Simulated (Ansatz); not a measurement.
Species: C₃H₆Si, SMILES `C[Si]1=CC1` (charge 0, multiplicity 1).

### Question
Give a relaxed geometry from B3LYP-D3(BJ)/def2-TZVP (Ansatz, a quantum-chemistry and plane-wave program).

### Answer
the end point of this relaxation (outside a Z-matrix the atoms follow the SMILES, hydrogens last).
Z-matrix (Å, degrees):
```
Si
C 1 1.6578
H 2 1.0761 1 161.55
C 2 1.5912 3 129.10 1 179.90
H 4 1.0904 2 117.26 3 -68.13
H 4 1.0905 5 111.17 2 -138.74
C 1 1.8642 2 153.57 3 -0.43
H 7 1.0903 1 109.33 2 0.65
H 7 1.0908 8 109.14 1 -120.78
H 7 1.0908 8 109.13 9 -118.44
```
